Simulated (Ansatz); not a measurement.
Reaction (ligand exchange at the Si–S bond): `[SiH3]S` + `[OH][Al]([F])[F]` → `[F][Al]([F])[O][SiH3]` + H₂S

Isolated molecules relaxed with PBE0-D4/def2-TZVP in Ansatz; ΔE leaves out vibrations. CCSD(T)/CBS adds triple-zeta CCSD(T) − MP2 to the extrapolated MP2 energy (def2 sets, frozen cores). This one scheme is used for every species. Functionals use def2-TZVPP. Each species was taken in one conformer, which may not be the lowest.

Is it downhill or uphill in electronic energy at CCSD(T)/CBS, and by how much? (Best estimate.)

Computed: Downhill: ΔE = -12.6 kcal/mol.

What do these levels give: revPBE-D4, r2SCAN-D4, r2SCANh-D4, BHLYP-D4, ωB97X-V, revPBE, r2SCANh, r2SCAN0, HF/def2-SVP, CCSD/def2-SVP, CCSD(T)/def2-SVP, SCS-MP2/def2-TZVPP? (An estimate is asked.)

Ansatz gave: revPBE-D4 -8.1, r2SCAN-D4 -11.4, r2SCANh-D4 -11.7, BHLYP-D4 -15.2, ωB97X-V -12.4, revPBE -8.2, r2SCANh -11.6, r2SCAN0 -12.0, HF/def2-SVP -17.7, CCSD/def2-SVP -14.9, CCSD(T)/def2-SVP -14.4, SCS-MP2/def2-TZVPP -14.1 kcal/mol.

Largest T1 diagnostic among the species: 0.013.

Leaving LDA and LC-ωPBE aside and taking each functional with its dispersion term where it has one, the values spread over 7.1 kcal/mol, from BHLYP-D4 to revPBE-D4. LDA lies −0.8 kcal/mol from PBE without D4. At CCSD(T), def2-SVP lies −1.8 kcal/mol from the extrapolated value and def2-TZVPP −0.7 kcal/mol. From PBE to PBE0 (25 % exact exchange), in def2-TZVPP and without D4, ΔE moves by −1.5 kcal/mol.
